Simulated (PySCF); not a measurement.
C2H7Al (SMILES [CH3][AlH][CH3]), singlet, at a GFN2-xTB geometry (such geometries of metal compounds can be far from the true shape); B3LYP/def2-SVP in PySCF.

The PySCF input:
```python
from pyscf import gto, scf, dft

mol = gto.M(
    atom='''
Al    0.352983   -0.096791   -0.294381
C    -0.546751   -1.672244    0.522869
H    -0.141016   -2.606774    0.115300
H    -1.628190   -1.696342    0.343778
H    -0.421767   -1.728064    1.610663
C    -0.045405    1.834618   -0.029023
H     0.680490    2.458845   -0.565210
H    -0.009277    2.145350    1.021836
H    -1.036603    2.127962   -0.394411
H     1.520515   -0.416939   -1.268079
''',
    basis='def2-svp',
    charge=0,
    spin=0,
    verbose=4,
)

mf = dft.RKS(mol)
mf.xc = 'b3lyp'
mf.diis = False
mf.max_cycle = 100
mf.kernel()
```

### Question
Write the output that PySCF gives for this input, abridged.

### Answer

```
PySCF version 2.14.0

[INPUT] verbose = 4
[INPUT] num. atoms = 10
[INPUT] num. electrons = 32
[INPUT] charge = 0
[INPUT] spin (= nelec alpha-beta = 2S) = 0
[INPUT] symmetry False subgroup None
[INPUT] Mole.unit = angstrom
[INPUT] Symbol           X                Y                Z      unit          X                Y                Z       unit  Magmom
[...]
nuclear repulsion = 94.9492815071274
number of shells = 41
number of NR pGTOs = 133
number of NR cGTOs = 81
basis = def2-svp
ecp = {}

******** <class 'pyscf.dft.rks.RKS'> ********
method = RKS
initial guess = minao
damping factor = 0
level_shift factor = 0
DIIS disabled
SCF conv_tol = 1e-09
SCF conv_tol_grad = None
SCF max_cycles = 100
direct_scf = True
direct_scf_tol = 1e-13
XC library pyscf.dft.libxc version 7.1.2
    S. Lehtola, C. Steigemann, M. J. T. Oliveira, and M. A. L. Marques,  SoftwareX 7, 1–5 (2018)
XC functionals = b3lyp
    P. J. Stephens, F. J. Devlin, C. F. Chabalowski, and M. J. Frisch,  J. Phys. Chem. 98, 11623 (1994)
radial grids:
    Treutler-Ahlrichs [JCP 102, 346 (1995); DOI:10.1063/1.469408] (M4) radial grids

becke partition: Becke, JCP 88, 2547 (1988); DOI:10.1063/1.454033
pruning grids: <function nwchem_prune>
grids dens level: 3
symmetrized grids: False
atomic radii adjust function: <function treutler_atomic_radii_adjust>
small_rho_cutoff = 0
Set gradient conv threshold to 3.16228e-05
Initial guess from minao.
tot grids = 116072
init E= -322.495004705037
[...]
cycle= 1 E= -322.666729470384  delta_E= -0.172  |g|= 0.516  |ddm|= 2.85
[...]
cycle= 2 E= -322.626825302216  delta_E= 0.0399  |g|= 0.631  |ddm|= 1.13
[...]
cycle= 3 E= -322.551272085348  delta_E= 0.0756  |g|= 0.853  |ddm|= 1.35
[...]
cycle= 4 E= -322.423361703733  delta_E= 0.128  |g|= 1.03  |ddm|= 1.81
[...]
cycle= 5 E= -322.219682465894  delta_E= 0.204  |g|= 1.42  |ddm|= 2.24
[...]
cycle= 6 E= -321.872535553275  delta_E= 0.347  |g|= 1.63  |ddm|= 3.07
[...]
cycle= 7 E= -321.370402735886  delta_E= 0.502  |g|=  2.3  |ddm|= 3.66

WARN: HOMO 0.00495537732045627 == LUMO 0.00549612320013201

cycle= 8 E= -319.951832203901  delta_E= 1.42  |g|= 2.48  |ddm|= 5.28
[...]
cycle= 9 E= -317.808165866528  delta_E= 2.14  |g|= 3.79  |ddm|= 6.58
[...]
cycle= 10 E= -310.102423874509  delta_E= 7.71  |g|=  4.1  |ddm|= 17.3
[...]
cycle= 11 E= -313.044950490312  delta_E= -2.94  |g|= 4.99  |ddm|= 18.2
[...]
cycle= 12 E= -303.66815267034  delta_E= 9.38  |g|= 5.04  |ddm|= 25.2
[...]
[...]
[...]
cycle= 69 E= -193.631538899827  delta_E= 56.3  |g|= 13.2  |ddm|= 27.5
[...]
cycle= 70 E= -249.936328223476  delta_E= -56.3  |g|= 7.32  |ddm|= 27.5
[...]
cycle= 71 E= -193.631538899826  delta_E= 56.3  |g|= 13.2  |ddm|= 27.5
[...]
cycle= 72 E= -249.936328223478  delta_E= -56.3  |g|= 7.32  |ddm|= 27.5
[...]
cycle= 73 E= -193.631538899829  delta_E= 56.3  |g|= 13.2  |ddm|= 27.5
[...]
cycle= 74 E= -249.936328223477  delta_E= -56.3  |g|= 7.32  |ddm|= 27.5
[...]
cycle= 75 E= -193.631538899828  delta_E= 56.3  |g|= 13.2  |ddm|= 27.5
[...]
cycle= 76 E= -249.93632822348  delta_E= -56.3  |g|= 7.32  |ddm|= 27.5
[...]
cycle= 77 E= -193.631538899827  delta_E= 56.3  |g|= 13.2  |ddm|= 27.5
[...]
cycle= 78 E= -249.936328223477  delta_E= -56.3  |g|= 7.32  |ddm|= 27.5
[...]
cycle= 79 E= -193.631538899828  delta_E= 56.3  |g|= 13.2  |ddm|= 27.5
[...]
cycle= 80 E= -249.936328223478  delta_E= -56.3  |g|= 7.32  |ddm|= 27.5
[...]
cycle= 81 E= -193.631538899828  delta_E= 56.3  |g|= 13.2  |ddm|= 27.5
[...]
cycle= 82 E= -249.936328223477  delta_E= -56.3  |g|= 7.32  |ddm|= 27.5
[...]
cycle= 83 E= -193.631538899829  delta_E= 56.3  |g|= 13.2  |ddm|= 27.5
[...]
cycle= 84 E= -249.936328223479  delta_E= -56.3  |g|= 7.32  |ddm|= 27.5
[...]
cycle= 85 E= -193.631538899828  delta_E= 56.3  |g|= 13.2  |ddm|= 27.5
[...]
cycle= 86 E= -249.936328223477  delta_E= -56.3  |g|= 7.32  |ddm|= 27.5
[...]
cycle= 87 E= -193.631538899827  delta_E= 56.3  |g|= 13.2  |ddm|= 27.5
[...]
cycle= 88 E= -249.936328223477  delta_E= -56.3  |g|= 7.32  |ddm|= 27.5
[...]
cycle= 89 E= -193.631538899828  delta_E= 56.3  |g|= 13.2  |ddm|= 27.5
[...]
cycle= 90 E= -249.936328223479  delta_E= -56.3  |g|= 7.32  |ddm|= 27.5
[...]
cycle= 91 E= -193.631538899827  delta_E= 56.3  |g|= 13.2  |ddm|= 27.5
[...]
cycle= 92 E= -249.936328223477  delta_E= -56.3  |g|= 7.32  |ddm|= 27.5
[...]
cycle= 93 E= -193.631538899827  delta_E= 56.3  |g|= 13.2  |ddm|= 27.5
[...]
cycle= 94 E= -249.936328223475  delta_E= -56.3  |g|= 7.32  |ddm|= 27.5
[...]
cycle= 95 E= -193.631538899828  delta_E= 56.3  |g|= 13.2  |ddm|= 27.5
[...]
cycle= 96 E= -249.936328223476  delta_E= -56.3  |g|= 7.32  |ddm|= 27.5
[...]
cycle= 97 E= -193.631538899827  delta_E= 56.3  |g|= 13.2  |ddm|= 27.5
[...]
cycle= 98 E= -249.936328223477  delta_E= -56.3  |g|= 7.32  |ddm|= 27.5
[...]
cycle= 99 E= -193.631538899827  delta_E= 56.3  |g|= 13.2  |ddm|= 27.5
[...]
cycle= 100 E= -249.936328223477  delta_E= -56.3  |g|= 7.32  |ddm|= 27.5
SCF not converged.
SCF energy = -249.936328223477
```

The run did not converge; its last values are not results.
